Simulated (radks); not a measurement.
Task: All-electron atom: Pd26+ in [Ar] 3d2 (the NIST ground configuration). Calculated with a radial shooting solver on a logarithmic mesh with Libxc functionals: scalar-relativistic Kohn-Sham, LDA (Slater exchange, VWN5 correlation), spin-polarised, spherical densities, finite nucleus; open shells are filled with parallel spins first (spin-orbit coupling, left out, can overturn this in heavy ions); Fermi nuclear charge, rms radius 4.5318 fm. Some entries of the table are withheld. Estimate them.

orbital  occ.  eigenvalue (eV)  <r> (bohr)
1s up       1        -25286.77     0.03189
1s down     1        -25286.62     0.03189
2s up       1        -4662.149      0.1376
2s down     1        -4656.068      0.1375
2p up       3        -4305.564      0.1198
2p down     3        -4300.881      0.1197
3s up       1        -1602.938      0.3496
3s down     1        -1596.136      0.3502
3p up       3        -1487.671      0.3417
3p down     3        -1480.661      0.3424
3d up       2              (1)      0.3067
3d down     0              (2)      0.3075

Result: 
(1) 3d up eigenvalue (eV): -1326.717
(2) 3d down eigenvalue (eV): -1318.240
